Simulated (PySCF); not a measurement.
Job file and geometry (Å, from GFN2-xTB) of an NMR shielding run on `InChI=1S/C4H9Cl2NSi2/c5-4(6)1-9(2-7)3-8/h4,9H,1,3H2,8H3/t9-/m1/s1`, PySCF, GIAO PBE0/pcSseg-1 NMR shielding, non-relativistic, gas phase; density fitting, a coarse starting grid and PySCF grid level 2 are the driver's defaults:

```
$ OMP_NUM_THREADS=1 python probes_run.py task.json out

{"job": {"kind": "nmr", "xc": "PBE0", "basis": "pcSseg-1"}, "charge": 0, "multiplicity": 1}
N      0.036178    -2.999092    -0.593657
C      0.017068    -1.868243    -0.774174
Si    -0.030155    -0.022059    -1.074813
C      1.224568     0.840520     0.044841
Si     3.034571     0.297904    -0.222156
C     -1.848392     0.503799    -0.750225
C     -2.527249    -0.375625     0.263758
Cl    -1.611981    -0.403490     1.786730
Cl    -4.189883     0.188777     0.607096
H      0.239323     0.151234    -2.508445
H      0.962854     0.671966     1.089631
H      1.152602     1.916644    -0.117492
H      3.149386    -1.139665     0.008266
H      3.884433     1.040207     0.711589
H      3.414412     0.620459    -1.599304
H     -2.425801     0.457453    -1.674063
H     -1.880062     1.537599    -0.405359
H     -2.610630    -1.412071    -0.068640
```

Q: Write the output of this run.

A: 
```
coarse grid: 17488 points
cycle   1  E = -1710.9590118255  dE =  7.512e-01  |g| = 5.883e-01  |ddm| = 3.939e+00
cycle   2  E = -1710.8131318076  dE =  1.459e-01  |g| = 1.003e+00  |ddm| = 1.228e+00
cycle   3  E = -1711.0369320935  dE = -2.238e-01  |g| = 2.209e-01  |ddm| = 7.823e-01
cycle   4  E = -1711.0467309204  dE = -9.799e-03  |g| = 6.380e-02  |ddm| = 1.600e-01
cycle   5  E = -1711.0475268625  dE = -7.959e-04  |g| = 2.299e-02  |ddm| = 5.962e-02
cycle   6  E = -1711.0476552922  dE = -1.284e-04  |g| = 4.149e-03  |ddm| = 2.307e-02
cycle   7  E = -1711.0476596547  dE = -4.362e-06  |g| = 1.367e-03  |ddm| = 6.236e-03
final grid: 151520 points
cycle   8  E = -1711.0969465422  dE = -3.584e-05  |g| = 8.197e-03  |ddm| = 2.657e-02
cycle   9  E = -1711.0969346192  dE =  1.192e-05  |g| = 1.038e-02  |ddm| = 1.529e-02
cycle  10  E = -1711.0969616403  dE = -2.702e-05  |g| = 1.513e-03  |ddm| = 9.612e-03
cycle  11  E = -1711.0969620277  dE = -3.874e-07  |g| = 6.393e-04  |ddm| = 1.556e-03
cycle  12  E = -1711.0969621114  dE = -8.370e-08  |g| = 2.011e-04  |ddm| = 4.747e-04
cycle  13  E = -1711.0969621197  dE = -8.287e-09  |g| = 5.168e-05  |ddm| = 1.594e-04
cycle  14  E = -1711.0969621203  dE = -6.244e-10  |g| = 1.210e-05  |ddm| = 5.026e-05
converged SCF energy = -1711.0969621203

GIAO shielding tensors (ppm)
atom      isotropic    diamagn.    paramagn.     s11        s22        s33       span
  0 N     -100.213     338.402    -438.615   -303.101   -292.498    294.959    598.060
  1 C       62.549     264.201    -201.653    -50.943    -49.261    287.850    338.794
  2 Si     390.581     879.598    -489.016    343.105    389.425    439.213     96.108
  3 C      193.854     259.275     -65.422    189.465    193.930    198.167      8.702
  4 Si     424.691     878.471    -453.781    404.246    406.713    463.112     58.866
  5 C      152.393     253.950    -101.557    130.684    151.744    174.751     44.066
  6 C      100.470     244.139    -143.669     59.827    112.720    128.863     69.036
  7 Cl     655.965    1148.596    -492.631    396.001    603.676    968.218    572.217
  8 Cl     618.119    1144.024    -525.905    313.533    533.459   1007.365    693.832
  9 H       27.186      28.576      -1.390     23.717     25.244     32.597      8.880
 10 H       30.939      33.414      -2.474     24.420     30.596     37.802     13.382
 11 H       31.781      31.553       0.229     25.823     30.081     39.440     13.617
 12 H       27.512      28.229      -0.717     23.384     27.109     32.043      8.659
 13 H       27.567      27.492       0.075     23.704     25.219     33.777     10.074
 14 H       27.802      27.666       0.136     24.169     25.954     33.283      9.115
 15 H       29.880      29.715       0.166     24.367     29.153     36.121     11.755
 16 H       29.847      31.003      -1.156     26.575     30.201     32.766      6.191
 17 H       25.392      28.753      -3.361     20.817     26.490     28.869      8.052
```

Q: Turn these shieldings into chemical shifts. Chemical shifts δ = σref − σ; ¹⁵N (267.73 ppm) vs NH3; TMS for ¹³C (186.93 ppm) and ²⁹Si (349.16 ppm) and ¹H (31.72 ppm); ³⁵Cl (949.78 ppm) against HCl, all at this level.

A: Averaging equivalent atoms: N 0: 367.9; C 1: 124.4; C 6: 86.5; C 5: 34.5; C 3: -6.9; Si 2: -41.4; Si 4: -75.5; Cl 8: 332; Cl 7: 294; H 17: 6.32; H 9: 4.53; H 12/13/14: 4.09; H 16: 1.87; H 15: 1.84; H 10: 0.78; H 11: -0.06 ppm. Experimental scales use liquid or dissolved standards, which lie at an offset from isolated NH3 (liquid NH3: subtract about 20 ppm). Unscaled 15N shifts of sp2 nitrogen come out 20 to 40 ppm too high even then.

Size and cost of the density-fitted run: 226 basis functions, 120 s wall time on 1 thread of an Arm Neoverse N1, shared host; peak memory 1 GiB.
